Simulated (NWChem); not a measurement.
PH, triplet; SMILES [PH]

```xyz
2

P      0.0000     0.0000    -0.1021
H      0.0000     0.0000     1.3261
```
Atoms are numbered in this order, from 1.

Level: PBE0-D3(BJ)/def2-TZVP, spin-unrestricted (NWChem), optimised geometry, unscaled harmonic frequencies. 

```
frequency (cm⁻¹)  IR intensity (km/mol)
----------------  ---------------------
2374                               68.4
```

- zero-point energy: 3.4 kcal/mol
- thermal correction to the enthalpy at 298.15 K (with zero-point energy): 5.5 kcal/mol
- heat capacity Cv: 5.0 cal/(mol K)
- dipole moment: 0.50 D

Rigid rotor and harmonic oscillator.
